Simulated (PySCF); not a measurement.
# How methods differ on the ionisation energy of Hg(2+)

Hg(2+) [Xe] 4f14 5d10 (1S) → Hg(3+) [Xe] 4f14 5d9 (2D), as a difference of total energies. Calculation: PySCF 2.14, in def2-SVP with the def2 core potential (60 electrons) (6s3p2d1f, 32 functions); scalar relativity through the core potential. Correlated levels: valence: 5s2 5p6 frozen. The calculations carry no spin-orbit coupling.

| method | ionisation energy (eV) |
| --- | --- |
| UHF | 33.706 |
| PBE | 35.345 |
| TPSS | 35.071 |
| MP2 (valence) | 35.023 |
| SCS-MP2 (valence) | 34.882 |

Task: How much does correlation contribute at MP2 (valence)?

Result: 35.023 − (33.706) = 1.317 eV, measured against UHF.

The reference lies between the lowest fine-structure levels, while these numbers refer to the centres of the terms.

Errors of the correlated levels include the incompleteness of this basis and the frozen core.

For comparison: 34.49 ± 0.05 eV (measured; NIST Atomic Spectra Database, ionization energies).
